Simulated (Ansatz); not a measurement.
A structure relaxed at r2SCAN-D4/def2-SVP in Ansatz, charge 1, singlet:

Cartesian coordinates in Å:
```
Nb -0.2349 0.4108 1.0970
Nb -0.6233 -0.1628 -1.9148
Nb 1.9647 -0.5248 2.0406
Te -2.3518 -1.1078 -0.2090
Te 1.6618 2.1309 1.9870
Te 1.7048 -1.0565 -0.5407
Te -0.3251 -1.5652 2.9491
Te -1.2783 -0.4336 -4.3139
Te -0.5179 2.3091 -1.0953
```

Question: Give its formula and point group.

Answer: the cluster Nb3Te6⁺. Point group Cs (tolerance 0.1 Å).

Question: Summarise the bond lengths by kind (pairs closer than 1.2 times the sum of covalent radii, bridged metal pairs left out).

Answer: 12 × Nb–Te 2.50 to 2.93 Å.

In the def2 sets Nb, Te take a core potential; there is no spin–orbit coupling. The restricted singlet is unstable towards broken spin symmetry in Hartree–Fock (as tested in another run); at r2SCAN-D4/def2-SVP this wasn't settled. The structure comes from a short search, and lower isomers may exist.
